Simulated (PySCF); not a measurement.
# Electron correlation in Xe⁺ (xenon, charge +1)

[Kr] 4d10 5s2 5p4 6s1, high-spin 4P determinant (an excited configuration). All numbers are calculated (PySCF 2.14, scalar relativity by spin-free X2C-1e, in x2c-TZVPPall with one added diffuse shell each of s, p, d, f type (9s7p5d3f, 76 functions)). Frozen: [Kr] 4d10; 7 electrons correlated.

```json
{"level": "CCSD", "correlation energy (mhartree)": "-115.80"}
{"level": "(T)", "correlation energy (mhartree)": "-3.53"}
{"level": "CCSD(T)", "correlation energy (mhartree)": "-119.33"}
```

Diagnostics: T1 = 0.016, D1 = 0.0545, largest double amplitude 0.054.

The outer electron is Rydberg-like, and this basis confines it to a smaller radius and binds it less than a complete one would.

Cost of the coupled-cluster step: roughly 9 core-seconds, for 7 correlated electrons.

Iterations:

```
CC2 = 0
CCSD nocc = (np.int64(5), np.int64(2)), nmo = (53, 53)
frozen orbitals [[0, 1, 2, 3, 4, 5, 6, 7, 8, 9, 10, 11, 12, 13, 14, 15, 16, 17, 18, 19, 20, 21, 22], [0, 1, 2, 3, 4, 5, 6, 7, 8, 9, 10, 11, 12, 13, 14, 15, 16, 17, 18, 19, 20, 21, 22]]
max_cycle = 100
direct = 0
conv_tol = 1e-08
conv_tol_normt = 1e-06
diis_space = 8
diis_start_cycle = 0
Init t2, MP2 energy = -0.0987814186625017
Init E_corr(UCCSD) = -0.0987814186679735
cycle = 1  E_corr(UCCSD) = -0.111460996877478  dE = -0.0126795782  norm(t1,t2) = 0.0413351
cycle = 2  E_corr(UCCSD) = -0.114266639810615  dE = -0.00280564293  norm(t1,t2) = 0.0160722
cycle = 3  E_corr(UCCSD) = -0.1156964981921  dE = -0.00142985838  norm(t1,t2) = 0.00963563
cycle = 4  E_corr(UCCSD) = -0.115671330270925  dE = 2.51679212e-05  norm(t1,t2) = 0.00614737
cycle = 5  E_corr(UCCSD) = -0.115807262779655  dE = -0.000135932509  norm(t1,t2) = 0.00297265
cycle = 6  E_corr(UCCSD) = -0.115804000899311  dE = 3.26188034e-06  norm(t1,t2) = 0.000951789
cycle = 7  E_corr(UCCSD) = -0.115801020570593  dE = 2.98032872e-06  norm(t1,t2) = 0.000639425
cycle = 8  E_corr(UCCSD) = -0.115803293690839  dE = -2.27312025e-06  norm(t1,t2) = 0.000319427
cycle = 9  E_corr(UCCSD) = -0.115802007534466  dE = 1.28615637e-06  norm(t1,t2) = 7.90555e-05
cycle = 10  E_corr(UCCSD) = -0.115802323179491  dE = -3.15645025e-07  norm(t1,t2) = 2.67472e-05
cycle = 11  E_corr(UCCSD) = -0.11580236664066  dE = -4.34611687e-08  norm(t1,t2) = 9.24532e-06
cycle = 12  E_corr(UCCSD) = -0.115802211013322  dE = 1.55627337e-07  norm(t1,t2) = 2.00658e-06
cycle = 13  E_corr(UCCSD) = -0.115802177506488  dE = 3.35068343e-08  norm(t1,t2) = 5.12132e-07
cycle = 14  E_corr(UCCSD) = -0.115802182011505  dE = -4.50501668e-09  norm(t1,t2) = 2.29861e-07
UCCSD converged
E(UCCSD) = -7442.741751438711  E_corr = -0.1158021820115045
UCCSD(T) correction = -0.00353265118907876
```
